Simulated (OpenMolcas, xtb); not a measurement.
# InNH3Cl (SMILES [NH2][InH][Cl]): methods side by side

InNH3Cl: 6 atoms, total charge 0, spin state singlet. As SMILES, `[NH2][InH][Cl]`. Geometry: relaxed at PBE0-D4/def2-TZVP.

Each level gives the dipole moment (D). The values are calculated.

| level | kind | program | value (D) | CPU time |
| --- | --- | --- | --- | --- |
| GFN1-xTB | semi-empirical | xtb | 4.44 | under 2 s |
| HF/def2-SVPD (core potential) | Hartree–Fock | OpenMolcas | 3.30 | 21 s |
| SVWN5/def2-SVPD (core potential) | LDA | OpenMolcas | 3.13 | 38 s |
| BLYP/def2-SVPD (core potential) | GGA | OpenMolcas | 3.10 | 47 s |
| revPBE/def2-SVPD (core potential) | GGA | OpenMolcas | 3.12 | 44 s |
| M06-L/def2-SVPD (core potential) | meta-GGA | OpenMolcas | 3.24 | 93 s |
| PBE0/def2-SVPD (core potential) | global hybrid | OpenMolcas | 3.18 | 71 s |

The values span 3.10 to 4.44 D. Magnitudes only. CPU times are rough (shared hosts, several kinds of processor): they show what a rung costs within a factor of a few.
